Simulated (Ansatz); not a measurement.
Ideal-gas functions of H4O2SiSn, SMILES `[OH][Sn][O][SiH3]` at 500 K and 1 bar, from an Ansatz frequency run at PBE0-D4/def2-TZVP.

Molar mass 182.83 g/mol, point group Cs (symmetry number 1), electronic degeneracy 1, moments of inertia 71.216, 326.411, 391.715 u Å². Harmonic wavenumbers (cm⁻¹, unscaled): 65, 83, 94, 204, 420, 434, 604, 707, 724, 765, 952, 956, 984, 996, 2161, 2214, 2217, 3851.

Use S(trans) = R[1.5 ln M + 2.5 ln T − 1.1517]; rotational temperatures θ = 24.2544 K / I; S(rot) = R[ln(√π/σ · √(T³/θAθBθC)) + 1.5]; for each mode x = 1.438777 ν̃/T, S = R[x/(eˣ − 1) − ln(1 − e⁻ˣ)] and H = RT x/(eˣ − 1); 1 cm⁻¹ = 0.0119627 kJ/mol; R = 8.31446 J/(mol·K).

Question: By hand: the entropy, in J/(mol·K).

Answer: Translation 184.6. Rotation: θ = 0.3406, 0.0743, 0.0619 K, giving 121.6. Vibration, mode by mode: 22.27, 20.24, 19.21, 12.86, 7.23, 6.99, 4.69, 3.71, 3.57, 3.25, 2.13, 2.11, 1.98, 1.93, 0.12, 0.11, 0.10, 0.00, in all 112.5. Electronic 0.0. Sum 418.7 J/(mol·K).

Question: By hand: H − E and G − E in kJ/mol, counted from the electronic energy.

Answer: Zero-point energy ½ × 18431 × 0.0119627 = 110.2; thermal vibration 26.7; translation, rotation and pV give 4 RT = 16.6. H − E = 153.5 kJ/mol, and G − E = 153.5 − 500 × 418.7/1000 = -55.8 kJ/mol.

Vibration gives 27 % of the entropy, 61.7 J/(mol·K) of it from the modes under 150 cm⁻¹: soft modes count most, and the harmonic formula is weakest for them. The sum counts one conformer and one mirror image; others add a mixing term.
